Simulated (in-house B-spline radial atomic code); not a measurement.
A fraction x of an electron is removed from 6s in Dy, starting from [Xe] 4f10 6s2 and keeping the highest spin. Method: scalar-relativistic (X2C) PBE, spin-polarised, spherical fractional occupations, Fermi nucleus of rms radius 5.2218 fm. Calculated with an all-electron radial atomic-structure program (B-spline basis).

```
   x  E(x) - E(0) (eV)  6s down level (eV)
   0            0.0000              -3.687
0.11            0.4322              -4.172
0.18            0.7351              -4.484
 0.3            1.3055              -5.024
0.49            2.3424              -5.895
 0.5            2.4016              -5.941
0.51            2.4613              -5.987
0.65            3.3454              -6.646
0.85            4.7706              -7.609
0.89            5.0788              -7.798
   1            5.9611                   -
```

The exact functional would give a straight line between the two integer points. Deviations E(x) - E(0) - x[E(1) - E(0)], in eV: -0.224 at x = 0.11, -0.338 at x = 0.18, -0.483 at x = 0.3, -0.579 at x = 0.49, -0.579 at x = 0.5, -0.579 at x = 0.51, -0.529 at x = 0.65, -0.296 at x = 0.85, -0.227 at x = 0.89.

The curve lies below the straight line by up to 0.579 eV (at x = 0.49): convex, the delocalisation error that favours fractional charges.

**Question.** How well does Slater's transition state (minus the level at half occupation) give the ionisation energy?

**Answer.** It gives 5.941 eV against 5.961 eV from the two total energies; NIST lists 5.94 eV, ground level to ground level.
